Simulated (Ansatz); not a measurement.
One elementary step

Start structure (BNH$_{3}$ClO, closed shell), relaxed at PBE0-D4/def2-TZVP:

```
atom    x (Å)    y (Å)    z (Å)
  B1  -0.1985   0.4273   0.2275
  N2   0.7894  -0.5059  -0.1122
  O3  -1.4978   0.3791  -0.1728
  H4  -1.7109  -0.3705  -0.7321
 Cl5   0.2545   1.7956   1.2644
  H6   0.6296  -1.3112  -0.6908
  H7   1.7336  -0.4143   0.2158
```

The step: BNH₃ClO ([NH2][B]([OH])[Cl]) → BClO + NH₃ (still joined by a long B–N bond); bonds formed: N2–H4; bonds broken: O3–H4; bonds weakened to dative contacts: B1–N2. Computed with Ansatz 0.2.0 (basis: def2-TZVPP and def2-QZVPP); correlated methods freeze the cores. Extrapolation: Hartree–Fock as exp(−7.88 √X), correlation as X^−2.97. Energies below are by CCSD(T) at an estimated basis limit (MP2 extrapolated from triple and quadruple zeta, plus CCSD(T) − MP2 in triple zeta).

Q: What are the electronic barrier and the energy of the step, from the start structure to the end structure? (Judge from chemistry; the value comes from the calculation.)

A: By the calculation: Barrier 2.120 eV; step energy 1.228 eV (uphill); reverse barrier, their difference, 0.892 eV. Barrier and step energy count from the start structure, the reverse barrier from the end structure.

The saddle point: One imaginary mode of 1573i cm⁻¹.
```tsv
pair	start (Å)	saddle (Å)	end (Å)
N2–H4	2.58	1.25	1.02
B1–N2	1.40	1.56	1.64
O3–H4	0.96	1.34	2.50
```

Zero-point energy (harmonic, PBE0-D4): ZPE is 1.289 eV at the start and 1.175 eV at the saddle, so the barrier goes from 2.120 to 2.006 eV.

First-order rate constant out of the start structure at 498 K by transition-state theory, with harmonic vibrational free energies alone and no tunnelling: ΔA‡ = 2.026 eV, so k = (kB T/h) exp(−ΔA‡/kB T) ≈ 10^-7 s⁻¹ (an order of magnitude at best: rotation, the number of equivalent paths and anharmonicity are left out).

The T1 diagnostic stays at or below 0.014.

Labels in which every atom is bracketed show which atoms are joined, not bond orders.

For scale, one of the runs: CCSD(T)/def2-TZVPP, 177 basis functions, launched by `ansatz run in.yaml --threads 2 --pin off --events-out ev --progress --plain --max-ram 4352MiB`. The run took 42 s on 2 CPU threads (shared host), with 1.7 GiB of host memory at its peak.
